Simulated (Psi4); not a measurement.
Two rigid molecules brought together: HBr ··· Br2 (SMILES Br and BrBr), singlet. Monomers: optimised at B3LYP-D3(BJ) (def2-TZVP), held rigid. Orientation: a higher rigid-body minimum at GFN2-xTB. The monomers approach along the line of their centres of mass (distance R); nothing else relaxes.

Geometry at R = 4.77 Å (first 2 atoms: monomer A):
```
4

Br     0.7124     0.0000     0.0000
H     -0.7124     0.0000     0.0000
Br    -1.4173     2.2595    -1.8818
Br    -2.7545     3.5485    -3.2650
```

Levels of theory: PBE/def2-TZVP, counterpoise-corrected (Psi4); PBE-D3(BJ)/def2-TZVP, counterpoise-corrected (Psi4); wB97X-D/def2-TZVP, counterpoise-corrected (Psi4).

Interaction energies in kcal/mol; the last columns give the difference from wB97X-D:

| R / Å | PBE/def2-TZVP | PBE-D3(BJ)/def2-TZVP | wB97X-D/def2-TZVP | PBE/def2-TZVP − wB97X-D/def2-TZVP | PBE-D3(BJ)/def2-TZVP − wB97X-D/def2-TZVP |
|---|---|---|---|---|---|
| 4.17 | 0.02 | -1.09 | 2.94 | -2.92 | -4.03 |
| 4.36 | -1.02 | -2.05 | 0.73 | -1.75 | -2.79 |
| 4.54 | -1.24 | -2.20 | -0.21 | -1.03 | -1.99 |
| 4.77 | -1.11 | -1.96 | -0.61 | -0.50 | -1.34 |
| 5.00 | -0.85 | -1.58 | -0.66 | -0.20 | -0.93 |
| 5.16 | -0.68 | -1.33 | -0.61 | -0.07 | -0.72 |
| 5.49 | -0.39 | -0.88 | -0.47 | 0.08 | -0.41 |
| 5.78 | -0.22 | -0.59 | -0.36 | 0.13 | -0.23 |
| 6.30 | -0.05 | -0.27 | -0.19 | 0.13 | -0.08 |
| 6.94 | 0.02 | -0.09 | -0.07 | 0.09 | -0.02 |
| 7.97 | 0.03 | -0.01 | -0.01 | 0.04 | 0.00 |
| 9.27 | 0.02 | 0.00 | 0.00 | 0.01 | 0.00 |

PBE/def2-TZVP is furthest from wB97X-D/def2-TZVP at 4.17 (-2.92 kcal/mol, below); its mean absolute difference over the points is 0.58 kcal/mol.

PBE-D3(BJ)/def2-TZVP is furthest from wB97X-D/def2-TZVP at 4.17 (-4.03 kcal/mol, below); its mean absolute difference over the points is 1.04 kcal/mol.
